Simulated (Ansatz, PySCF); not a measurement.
HN, singlet, geometry from GFN2-xTB. Base run: MP2/def2-SVP in PySCF.

PySCF was given this input:
```python
from pyscf import gto, scf, mp

mol = gto.M(
    atom='''
N    -0.00000000   -0.00000000   -0.12795744
H     0.00000000    0.00000000    0.89570205
''',
    basis='def2-svp',
    verbose=3,
)

mf = scf.RHF(mol)
mf.kernel()

pt = mp.MP2(mf)
pt.kernel()
print('E(MP2) = %.10f' % pt.e_tot)
```

The same geometry, method and basis name were run in Ansatz (a first-principles code) and PySCF, at each program's defaults and at the settings that a row names. The base is PySCF at its defaults. Differences at the defaults can come from grids, fitting, cores and function types together.

```tsv
code and settings	ΔE vs base (µEh)	basis functions	E (Eh)	SCF cycles	SCF-reference dipole (D)
PySCF, defaults (exact integrals, spherical functions, all electrons correlated)	0.0	19	-54.92657	7	1.76
Ansatz, defaults (factorised integrals, spherical functions, frozen core)	2196	19	-54.92437	-	-
PySCF, frozen core	2196	19	-54.92437	7	1.76
Ansatz, high accuracy, frozen core	2196	19	-54.92437	-	-
```
